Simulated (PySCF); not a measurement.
PySCF 2.14 output of an unrestricted MN15 calculation on a single atom or ion in def2-TZVP with the def2 core potential (28 electrons) (6s4p3d1f, 40 functions), with scalar relativity through the core potential:

```
SCF conv_tol = 1e-09
number electrons alpha = 9  beta = 8
    H. S. Yu, X. He, S. L. Li, and D. G. Truhlar.,  Chem. Sci. 7, 5032-5051 (2016)
    H. S. Yu, X. He, S. L. Li, and D. G. Truhlar.,  Chem. Sci. 7, 5032-5051 (2016)
cycle= 1 E= -127.293595758348  delta_E= -0.00206  |g|= 0.162  |ddm|= 0.155
cycle= 2 E= -127.292539335286  delta_E= 0.00106  |g|= 0.175  |ddm|= 0.166
cycle= 3 E= -127.300384096813  delta_E= -0.00784  |g|= 0.00277  |ddm|= 0.0866
cycle= 4 E= -127.300427392878  delta_E= -4.33e-05  |g|= 0.00152  |ddm|= 0.0167
cycle= 5 E= -127.300443407727  delta_E= -1.6e-05  |g|= 0.000473  |ddm|= 0.0135
cycle= 6 E= -127.300445212262  delta_E= -1.8e-06  |g|= 6.64e-05  |ddm|= 0.00589
cycle= 7 E= -127.3004452357  delta_E= -2.34e-08  |g|= 2.01e-05  |ddm|= 0.000432
cycle= 8 E= -127.300445237721  delta_E= -2.02e-09  |g|= 3.01e-06  |ddm|= 0.00016
cycle= 9 E= -127.300445237735  delta_E= -1.4e-11  |g|= 1.8e-07  |ddm|= 1.31e-05
converged SCF energy = -127.300445237735  <S^2> = 0.76057188  2S+1 = 2.0105441
```

The run itself started from symmetry-adapted Hartree-Fock orbitals and held the occupation by maximum overlap, on a logarithmic radial grid, so the iterations belong to that start.

**Question.** Which element, charge and spin multiplicity is this?

**Answer.** Pd⁺ (palladium, charge +1), multiplicity 2; the state was [Kr] 4d9, 2D determinant.

Energies and moments cover only the electrons outside the core potential.
